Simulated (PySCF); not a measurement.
Computed with PySCF and rigid-rotor harmonic-oscillator thermochemistry at 1 bar. 'Table' is the NASA 1993 thermochemical table (part measured, part estimated). 6-31G* has spherical d functions here. All species are closed-shell singlets. B3LYP is the form with VWN-RPA correlation. The harmonic model lacks anharmonicity and excited electronic states, which grow with temperature; levels with a mode under 35 cm⁻¹ are left out.

Harmonic frequencies at B3LYP/6-31G* (cm⁻¹): 267. Point group C∞v; S°(298 K) = 239.6 J/mol/K at this level.

Q: Work out Cp and S° of gaseous KCl at 500, 800, 1200, 1600, 2000 K from these, and set them beside the table.

A: 
| T (K) | Cp B3LYP/6-31G* | Cp table | S° B3LYP/6-31G* | S° table |
|---|---|---|---|---|
| 500 | 37.0 | 37.4 | 258.6 | 258.2 |
| 800 | 37.3 | 37.8 | 276.1 | 275.9 |
| 1200 | 37.3 | 38.2 | 291.2 | 291.3 |
| 1600 | 37.4 | 38.6 | 301.9 | 302.4 |
| 2000 | 37.4 | 38.9 | 310.3 | 311.0 |
Units J/mol/K.
